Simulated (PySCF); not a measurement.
# [Co(H2O)6]2+: what the settings change

The complex [Co(H2O)6]2+ (charge +2) contains Co(II), shell d7. The structure is a PBE0-D3(BJ)/def2-SVP, IEF-PCM water geometry optimised for multiplicity 4; coordination octahedral, point group C1, metal–donor distances 2.08 Å.

```
19

Co    0.0000    0.0000    0.0000
O     0.0555   -0.0886    2.0847
H     0.7476    0.4033    2.5490
H    -0.7577    0.0559    2.5894
O    -0.0646   -0.0272   -2.0770
H     0.4406    0.6132   -2.5976
H    -0.9441   -0.0624   -2.4800
O     2.0804    0.0984    0.0799
H     2.4913    0.8540   -0.3642
H     2.6036   -0.6736   -0.1790
O    -2.0932   -0.0527   -0.0405
H    -2.5937    0.7537    0.1496
H    -2.5261   -0.7549    0.4661
O     0.0725    2.0927   -0.0440
H     0.0329    2.5765    0.7934
H    -0.5101    2.5700   -0.6517
O    -0.0788   -2.0850    0.0174
H     0.4615   -2.5519    0.6709
H     0.0739   -2.5431   -0.8216
```

Method (PySCF 2.14, density fitting): CASSCF(7,5) with orbitals averaged over all microstates of the shell, strongly contracted NEVPT2 on the averaged canonical orbitals; basis x2c-TZVPall on the metal, x2c-SVPall elsewhere; spin-free X2C; IEF-PCM water; spin-orbit coupling by state interaction with the mean-field operator over all roots.

Base run: NEVPT2 ground state 4T1g-like, next 4T1g-like at 643, then 4T1g-like at 865 cm⁻¹, 10Dq(CASSCF) 7372, B(CASSCF) 1213, ζ 519 cm⁻¹, μeff(300 K) 5.07 μB.

Question: What happens with the basis x2c-TZVPall on all atoms?

Answer: NEVPT2 ground state 4T1g-like, next 4T1g-like at 622, then 4T1g-like at 832 cm⁻¹, 10Dq(CASSCF) 7308, B(CASSCF) 1213, ζ 518 cm⁻¹, μeff(300 K) 5.08 μB. It took 51 s against 22 s on a shared host of the same kind.

Question: What happens with orbitals averaged over the highest spin alone?

Answer: NEVPT2 ground state 4T1g-like, next 4T1g-like at 629, then 4T1g-like at 846 cm⁻¹, 10Dq(CASSCF) 7378, B(CASSCF) 1223, ζ 522 cm⁻¹, μeff(300 K) 5.09 μB.

NEVPT2 lifts 4T2g-like from 6922 to 8686 cm⁻¹; on the d shell alone it tends to overshoot states that fill the eg-type orbitals. The geometry optimisation stopped short of its thresholds.
